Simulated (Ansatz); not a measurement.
Born–Oppenheimer molecular dynamics of BF$_{3}$H$_{2}$O (7 atoms, charge 0, multiplicity 1). It starts at the highest image of a converged band, a first-order saddle point between two minima.

Computed with RKS BHLYP/def2-SVP (Ansatz 0.2.0).

```json
{"ensemble": "NVE (velocity Verlet)", "time step": "0.5 fs", "steps asked": "200", "starting velocities drawn for": "300 K", "seed": "6458"}
```

First frame:

```xyz
7
Properties=species:S:1:pos:R:3
B 0.049 -0.279 -0.046
F -0.018 0.087 1.533
F 1.159 0.235 -0.538
F -1.111 0.044 -0.605
O 0.140 -1.691 0.393
H -0.608 -2.224 0.126
H 0.031 -1.025 1.451
```

**Question.** How far do the bonds stretch over the last three quarters of this one trajectory? (Pairs bonded in most of those frames.)

**Answer.** 
```tsv
bond	mean (Å)	spread (Å)	shortest	longest
B1–F3	1.311	0.009	1.29	1.33
B1–F4	1.319	0.009	1.30	1.33
B1–O5	1.348	0.014	1.33	1.39
F2–H7	0.923	0.037	0.87	0.99
O5–H6	0.956	0.011	0.94	0.98
```

Mean temperature of the second half: 946 K. The conserved energy stayed within 0.28 meV per atom of its start (net change 0.14 meV per atom), so the integration is sound. The kinetic energy rose, since the run started high on the potential surface and went downhill. It ends in pieces (BF2HO + FH), so much of that is their flight and rotation, not heat. A run of 0.1 ps of so small a system gives no equilibrium averages. The orbitals stay closed-shell, which can raise the energy where a bond breaks towards radicals; this wasn't checked here.

The run took 8.8 min on 1 thread of Arm Neoverse V1, with other jobs on the host, peak memory 0.14 GiB.
